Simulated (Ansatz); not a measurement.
CH$_{5}$FO$_{3}$Si, SMILES `O[SiH2]OC(O)F`. Charge 0, multiplicity 1. Geometry: relaxed with PBE0-D4/def2-TZVP. It is one conformer, not always the lowest.

```xyz
11

O     0.642   -1.805   -1.049
Si   -0.609   -1.285   -0.133
O    -0.185   -0.001    0.836
C     0.553    1.071    0.425
O     0.242    2.189    1.117
F     0.299    1.264   -0.938
H     0.851   -1.294   -1.833
H    -0.945   -2.363    0.814
H    -1.761   -0.892   -0.978
H     1.629    0.901    0.508
H    -0.716    2.215    1.231
```

(1) What is the dipole moment at PBE/def2-TZVPP? (Estimate.)

(2) And with r2SCAN, B3LYP, ωB97M-V? (Estimate.)

(3) Give the Mulliken charges with PBE, ωB97M-V, r2SCAN in def2-TZVPP. (Best estimate.)

## Answers

(1) Ansatz gave: 0.77 D, with components (-0.65, 0.08, -0.41) D in this frame, pointing from negative to positive charge.

(2) The calculation gave: r2SCAN 0.79 D, B3LYP 0.82 D, ωB97M-V 0.81 D.

(3) Computed: 
| atom | PBE | ωB97M-V | r2SCAN |
| --- | --- | --- | --- |
| O1 | -0.35 | -0.38 | -0.41 |
| Si2 | 0.51 | 0.51 | 0.62 |
| O3 | -0.31 | -0.37 | -0.39 |
| C4 | 0.29 | 0.35 | 0.44 |
| O5 | -0.25 | -0.28 | -0.31 |
| F6 | -0.21 | -0.24 | -0.25 |
| H7 | 0.20 | 0.19 | 0.21 |
| H8 | -0.07 | -0.03 | -0.07 |
| H9 | -0.09 | -0.05 | -0.09 |
| H10 | 0.08 | 0.11 | 0.05 |
| H11 | 0.20 | 0.19 | 0.21 |

B3LYP here is the variant with VWN-RPA as its local correlation; programs differ in this.
